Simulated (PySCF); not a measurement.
HO3S, multiplicity 2. Atoms are numbered in the order given.

```xyz
5

O     -0.3615     1.4185     0.1159
S     -0.1544     0.0052    -0.2657
O     -0.9791    -1.0905     0.2629
O      1.4077    -0.3919     0.1396
H      1.9337     0.4283     0.1047
```
Charge 0, spin multiplicity 2.

The structure is a stationary point at B3LYP-D3(BJ)/def2-SVP. The isomer is the one that the SMILES or the coordinates give; other isomers of the formula were not compared. One conformer was computed; it need not be the lowest.

These are PBE/def2-TZVPD (PySCF) values and carry that method's errors.

Isolated molecule, no solvent.

```json
{
  "total_energy": "-624.14997 hartree",
  "α spin, highest occupied and lowest empty level": "-7.02 and -1.26 eV",
  "β spin, highest occupied and lowest empty level": "-8.34 and -5.80 eV",
  "dipole_moment": "0.528 e·Å",
  "quadrupole, principal values (traceless, Buckingham form, about the centre of nuclear charge)": "-6.39, 1.24, 5.15 D·Å",
  "mean_static_polarisability": "36.1 bohr³ (5.35 Å³)",
  "polarisability_principal_values": "27.3, 38.9, 42.2 bohr³",
  "⟨S²⟩": "0.752 (pure state 0.75)"
}
```
